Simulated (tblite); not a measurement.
C4H6N2OS2 (charge +1 and doublet state).
Geometry (GFN2-xTB, Å), atoms numbered from 1 in this order:
```
atom  x, y, z in Å
C1    -2.1513    0.7553    0.0163
S2    -1.0118   -0.3581    0.8461
C3    -0.6193   -1.5442   -0.5194
O4     0.7535   -1.7739   -0.6069
C5     1.5158   -0.6968   -0.4867
N6     0.9698    0.4608   -0.0384
C7     1.8929    1.3841    0.0892
S8     3.4117    0.7838   -0.3823
N9     2.7915   -0.6825   -0.7304
H10   -2.4613    1.5025    0.7418
H11   -1.6621    1.2382   -0.8254
H12   -3.0216    0.1964   -0.3207
H13   -1.0818   -2.5088   -0.2961
H14   -1.0173   -1.1255   -1.4509
H15    1.6870    2.3768    0.4363
```

Computed values, GFN2-xTB/tblite, gas phase, harmonic and unscaled. This tight-binding method is rough: wavenumbers can miss measured ones by several per cent, in bad cases by 10 to 20. One conformer, not necessarily the lowest. Open shells enter through the occupations alone, without spin polarisation, and single modes of such species can be off by tens of per cent.

Harmonic wavenumbers (cm⁻¹): 61.1, 83.7, 118.6, 136.4, 220.4, 255.9, 290.9, 311.4, 464.7, 482.3, 605.0, 672.5, 688.0, 727.5, 744.1, 764.0, 827.1, 867.1, 879.9, 899.8, 950.4, 960.9, 1058.9, 1130.7, 1169.8, 1225.0, 1307.6, 1328.2, 1382.3, 1393.9, 1399.8, 1407.9, 1545.8, 2912.9, 2974.8, 3024.8, 3034.8, 3057.8, 3167.5.

A = 2766, B = 815.2, C = 669.9 MHz; mass 161.992 u (most abundant isotopes); point group C1, symmetry number 1; spin multiplicity 2.

Zero-point energy?

Half the sum of the wavenumbers: 22267 cm⁻¹ = 266.37 kJ/mol.

What is S at 298.15 K and 1 bar for an ideal gas of classical rigid rotors and harmonic oscillators?

Translation 172.31, rotation 124.45, vibration 105.46, spin (R ln 2) 5.76: S = 408.0 J/(mol K).

And Cp and H(298.15 K) − H(0)?

Cp = 146.64 J/(mol K), of which vibrations give 113.38 (their classical limit is 39 R = 324.3); H(298.15 K) − H(0) = 26.82 kJ/mol without the zero-point energy, 16.90 from vibrations.

Which modes carry the vibrational entropy at 298.15 K?

61.1 cm⁻¹: 18.50; 83.7 cm⁻¹: 15.91; 118.6 cm⁻¹: 13.07; 136.4 cm⁻¹: 11.94; 220.4 cm⁻¹: 8.18; 255.9 cm⁻¹: 7.07 J/(mol K); the other 33 give 30.80 together.

What must be added to the electronic energy to get the Gibbs energy at 298.15 K and 1 bar?

ZPE + [H(298.15 K) − H(0)] − T·S = 266.37 + 26.82 − 121.64 = 171.55 kJ/mol.

Blend soft modes into free rotors: weight 1/[1 + (100 cm⁻¹/ν̃)⁴] for the oscillator and the rest for a rotor with moment μB/(μ + B), μ = h/(8π²ν), B = 10⁻⁴⁴ kg m². What vibrational entropy results?

98.54 J/(mol K) in place of 105.46, which changes −T·S at 298.15 K by +2.07 kJ/mol.

How do the functions run with temperature in this model?

```csv
T (K),S (J/(mol K)),Cp (J/(mol K)),H − H(0) (kJ/mol),G − H(0) (kJ/mol),ln q(vib)
150,328.8,91.0,9.27,-40.05,2.47
250,383.8,128.2,20.20,-75.75,4.76
400,456.2,182.1,43.61,-138.86,8.19
600,540.3,232.4,85.46,-238.73,12.67
900,643.7,275.9,162.35,-416.94,18.91
```

q(vib) and H(0) count from the zero-point level.

Hindered rotation and anharmonicity are outside this model. Other conformers, if any are populated, would add a mixing term that is left out. The structure is chiral; the term R ln 2 for an equal mix with its mirror image is left out.

Hardware: one thread, Arm Neoverse V1 (aarch64), shared host with 32 logical CPUs at a one-minute load of 23. Cost: 0.63 s of wall time. This covers the Hessian and the dipole derivatives.
